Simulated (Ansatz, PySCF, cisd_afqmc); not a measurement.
System: InH, charge 0, singlet. InH (SMILES [InH]).
B3LYP-D3(BJ)/def2-TZVP minimum from Ansatz (an electronic-structure program):
```
In
H 1 1.8626
```

Atomisation energy term by term, kcal/mol (programs: Ansatz, cisd_afqmc). UHF or UKS for unpaired electrons; spin-orbit terms are left out. Correlated methods leave the cores frozen (noble-gas shells, and filled d and f shells in the p block). Past Kr the def2 sets carry scalar-relativistic core potentials. The Monte Carlo rows (phaseless AFQMC, CISD trial, step 0.005/hartree) carry one-sigma bars that omit the constraint's bias. Outlying blocks are dropped, and bars are widened where a walk drifts. Over all cases where full CI ran beside it in this data, AFQMC minus full CI had a median of +0.1 mEh and passed +0.4 mEh in a tenth of the cases. CBS(X,Y): correlation extrapolated as X^-3, Hartree-Fock from the larger set. A bracket is a step between two methods taken in the basis named. Full CI freezes restricted core orbitals, also for open shells; the composite that ends in it estimates full CI at the basis-set limit. For partners of very few electrons the exact lower level stands in for a higher one. Spin-orbit terms, left out, reach several kcal/mol for Br and I, and more for heavier atoms.

```json
[
 {"term": "Hartree-Fock", "basis": "def2-QZVPP", "kcal/mol": "42.48"},
 {"term": "CCSD correlation", "basis": "CBS(def2-TZVPP,def2-QZVPP)", "kcal/mol": "20.46"},
 {"term": "(T)", "basis": "CBS(def2-TZVPP,def2-QZVPP)", "kcal/mol": "0.25"},
 {"term": "FCI - CCSD(T)", "basis": "def2-QZVPP", "kcal/mol": "0.04"},
 {"term": "minus zero-point energy", "basis": "Hessian by PySCF at B3LYP-D3(BJ)/def2-TZVP", "kcal/mol": "-2.04"},
 {"term": "sum: D0", "basis": "", "kcal/mol": "61.2"}
]
```

The step beyond CCSD(T) by other levels: FCI in def2-SVP 0.07; CCSDTQ in def2-SVP 0.07; AFQMC/CISD in def2-SVP 0.02 ± 0.05; CCSDT(Q) in def2-SVP 0.06; FCI in def2-TZVPP 0.04; CCSDTQ in def2-TZVPP 0.04; AFQMC/CISD in def2-TZVPP 0.06 ± 0.05; CCSDT(Q) in def2-TZVPP 0.04; CCSDT(Q) in def2-QZVPP 0.03 kcal/mol.
